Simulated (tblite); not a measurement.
Species: C₄H₁₁Si₂ (doublet state).
SMILES with atom numbers: `[CH2:1]=[C:2][SiH2:3][CH2:4][CH2:5][SiH3:6]` (hydrogens: H7, H8 on C1; H9, H10 on Si3; H11, H12 on C4; H13, H14 on C5; H15, H16, H17 on Si6)
Bond orders are those of one Lewis drawing.

Computed with GFN2-xTB (tblite), gas phase: L-BFGS steps from a force-field or distance-geometry start until the largest atomic force falls under 0.01 eV/Å.

Step 24: E = -476.0535 eV
```
atom  x, y, z in Å  |  force x, y, z in eV/Å
C1      3.1235    0.3164    0.7083   -0.003  -0.017  -0.012
C2      2.1679    0.1929   -0.1492    0.000   0.031  -0.037
Si3     0.7889    0.2991   -1.3430   -0.056  -0.027   0.021
C4     -0.4822   -1.0471   -0.8836   -0.017  -0.017   0.032
C5     -1.0514   -0.9594    0.5329    0.008   0.016   0.028
Si6    -2.2726    0.4630    0.8304    0.007   0.033  -0.009
H7      3.2633    1.1813    1.3531   -0.041   0.027   0.002
H8      3.8767   -0.4522    0.8567    0.016  -0.033   0.029
H9      1.3537    0.0040   -2.6691   -0.018   0.005  -0.013
H10     0.1277    1.6183   -1.3891    0.027  -0.043   0.015
H11    -1.3092   -1.0275   -1.5976    0.041   0.010  -0.022
H12    -0.0038   -2.0242   -0.9998    0.017   0.015  -0.043
H13    -1.5718   -1.8962    0.7639    0.034   0.016  -0.013
H14    -0.2263   -0.8876    1.2450    0.021  -0.021   0.019
H15    -2.8516    0.3079    2.1687   -0.004   0.006  -0.018
H16    -1.6069    1.7641    0.7408    0.005  -0.002   0.019
H17    -3.3329    0.3989   -0.1784   -0.036   0.002   0.001
```

Step 25: E = -476.0541 eV
```
atom  x, y, z in Å  |  force x, y, z in eV/Å
C1      3.1204    0.3149    0.7091   -0.001  -0.014  -0.009
C2      2.1685    0.1883   -0.1525    0.011   0.034  -0.019
Si3     0.7861    0.2987   -1.3433   -0.012  -0.027   0.005
C4     -0.4827   -1.0485   -0.8836   -0.008  -0.009   0.013
C5     -1.0489   -0.9591    0.5328    0.002   0.020   0.043
Si6    -2.2692    0.4633    0.8294   -0.024   0.031  -0.005
H7      3.2566    1.1825    1.3535   -0.044  -0.008  -0.023
H8      3.8749   -0.4532    0.8617   -0.008  -0.004   0.025
H9      1.3506    0.0106   -2.6723   -0.028   0.004   0.005
H10     0.1248    1.6175   -1.3842    0.022  -0.037   0.015
H11    -1.3093   -1.0288   -1.5972    0.018   0.014  -0.030
H12    -0.0066   -2.0259   -1.0003    0.037   0.000  -0.044
H13    -1.5669   -1.8957    0.7664    0.016  -0.001  -0.007
H14    -0.2230   -0.8853    1.2430    0.036  -0.020   0.030
H15    -2.8512    0.3122    2.1671    0.001   0.001  -0.023
H16    -1.6021    1.7632    0.7413    0.008   0.008   0.014
H17    -3.3290    0.3970   -0.1809   -0.026   0.007   0.009
```

Step 26: E = -476.0547 eV
```
atom  x, y, z in Å  |  force x, y, z in eV/Å
C1      3.1182    0.3136    0.7096   -0.001  -0.008  -0.006
C2      2.1693    0.1860   -0.1557    0.020   0.029  -0.002
Si3     0.7836    0.2977   -1.3433    0.034  -0.023  -0.011
C4     -0.4832   -1.0498   -0.8831    0.005  -0.001  -0.007
C5     -1.0469   -0.9584    0.5335    0.002   0.015   0.040
Si6    -2.2670    0.4642    0.8284   -0.040   0.020  -0.003
H7      3.2506    1.1834    1.3535   -0.042  -0.036  -0.040
H8      3.8735   -0.4542    0.8660   -0.029   0.021   0.019
H9      1.3474    0.0154   -2.6748   -0.036   0.001   0.018
H10     0.1233    1.6160   -1.3802    0.012  -0.023   0.015
H11    -1.3086   -1.0294   -1.5976   -0.003   0.014  -0.028
H12    -0.0082   -2.0272   -1.0015    0.046  -0.009  -0.036
H13    -1.5627   -1.8952    0.7680   -0.003  -0.015   0.004
H14    -0.2199   -0.8841    1.2421    0.040  -0.014   0.034
H15    -2.8511    0.3155    2.1654    0.001  -0.002  -0.021
H16    -1.5984    1.7626    0.7423    0.010   0.020   0.009
H17    -3.3270    0.3957   -0.1825   -0.016   0.012   0.015
```

Step 27: E = -476.0554 eV
```
atom  x, y, z in Å  |  force x, y, z in eV/Å
C1      3.1157    0.3118    0.7100   -0.005  -0.001  -0.004
C2      2.1704    0.1838   -0.1595    0.025   0.016   0.008
Si3     0.7815    0.2961   -1.3434    0.068  -0.014  -0.022
C4     -0.4837   -1.0514   -0.8827    0.019   0.006  -0.023
C5     -1.0446   -0.9575    0.5350    0.007   0.001   0.022
Si6    -2.2651    0.4657    0.8271   -0.037   0.001  -0.003
H7      3.2429    1.1840    1.3527   -0.034  -0.051  -0.044
H8      3.8715   -0.4552    0.8712   -0.042   0.036   0.014
H9      1.3433    0.0209   -2.6772   -0.038  -0.005   0.020
H10     0.1218    1.6138   -1.3754    0.002  -0.007   0.015
H11    -1.3078   -1.0298   -1.5985   -0.017   0.013  -0.013
H12    -0.0091   -2.0286   -1.0037    0.044  -0.010  -0.022
H13    -1.5580   -1.8949    0.7700   -0.019  -0.020   0.017
H14    -0.2157   -0.8830    1.2418    0.030  -0.007   0.028
H15    -2.8510    0.3192    2.1632   -0.003  -0.005  -0.011
H16    -1.5940    1.7624    0.7436    0.010   0.029   0.002
H17    -3.3250    0.3945   -0.1840   -0.009   0.016   0.016
```

**Question.** Estimate the geometry and energy of step 28. (The exact step hangs on the optimiser's Hessian estimate; all steps are aligned on step 27, rigid shifts and turns removed.)

**Answer.** E = -476.0560 eV, largest force 0.073 eV/Å
```
atom  x, y, z in Å  |  force x, y, z in eV/Å
C1      3.1124    0.3097    0.7105   -0.010   0.004  -0.004
C2      2.1716    0.1807   -0.1636    0.023   0.000   0.008
Si3     0.7802    0.2946   -1.3437    0.069  -0.002  -0.025
C4     -0.4840   -1.0531   -0.8828    0.027   0.009  -0.028
C5     -1.0415   -0.9566    0.5369    0.015  -0.017  -0.004
Si6    -2.2632    0.4673    0.8257   -0.013  -0.016  -0.003
H7      3.2333    1.1838    1.3510   -0.022  -0.043  -0.031
H8      3.8684   -0.4555    0.8774   -0.039   0.034   0.011
H9      1.3381    0.0275   -2.6797   -0.031  -0.014   0.007
H10     0.1197    1.6114   -1.3694   -0.004   0.005   0.015
H11    -1.3078   -1.0303   -1.5995   -0.020   0.012   0.008
H12    -0.0094   -2.0304   -1.0065    0.034  -0.001  -0.006
H13    -1.5528   -1.8949    0.7729   -0.027  -0.014   0.026
H14    -0.2102   -0.8817    1.2417    0.010   0.000   0.013
H15    -2.8507    0.3233    2.1604   -0.010  -0.008   0.003
H16    -1.5887    1.7625    0.7446    0.004   0.029  -0.003
H17    -3.3223    0.3935   -0.1859   -0.007   0.021   0.013
```

The energy changes by -0.0006 eV. The first-order estimate −F·Δx gives -0.0009 eV and the mean of the old and new forces, exact on a quadratic surface, -0.0006 eV. The step makes an angle of 76° with the force vector and moves no atom by more than 0.010 Å.

What follows is the cost of the whole relaxation. The run took 2.7 s wall, 2.3 s CPU on an Intel Xeon at 2.50 GHz with one thread (shared host).
